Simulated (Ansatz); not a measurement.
Consider the ligand exchange at the Si–N bond: `CN([SiH3])[SiH](O)O` + `O[Si](F)(Cl)O[SiH3]` → `F[Si](Cl)(O[SiH3])O[SiH3]` + `CN[SiH](O)O`.

Computed with Ansatz on PBE0-D4/def2-TZVP structures; ΔE is electronic, products minus reactants. CCSD(T)/CBS is the MP2 limit (def2-TZVPP, def2-QZVPP) plus CCSD(T) − MP2 in def2-TZVPP, frozen cores. Each species was taken in one conformer, which may not be the lowest.

```tsv
species	CCSD(T)/CBS(def2) energy (Eh)
`CN([SiH3])[SiH](O)O`	-826.82735
`O[Si](F)(Cl)O[SiH3]`	-1290.76029
`F[Si](Cl)(O[SiH3])O[SiH3]`	-1581.08110
`CN[SiH](O)O`	-536.52860
```

(1) Work out ΔE.

Largest T1 diagnostic among the species: 0.011.

Answers

(1) ΔE = (-1581.08110) + (-536.52860) − (-826.82735) − (-1290.76029) = -0.02206 Eh = -0.60 eV.

The D4 term adds +0.05 eV with B3LYP and +0.02 eV with PBE0; it sums over pairs of atoms, weighted by their polarisabilities, and B3LYP, whose exchange is more repulsive, gets the larger term. In def2-TZVPP, CCSD(T) changes the Hartree–Fock value by +0.26 eV (the triples alone add +0.05 eV) and MP2 by +0.28 eV. From PBE to PBE0 (25 % exact exchange), in def2-TZVPP and without D4, ΔE moves by −0.04 eV.

B3LYP here is the variant with VWN-RPA as its local correlation; programs differ in this.
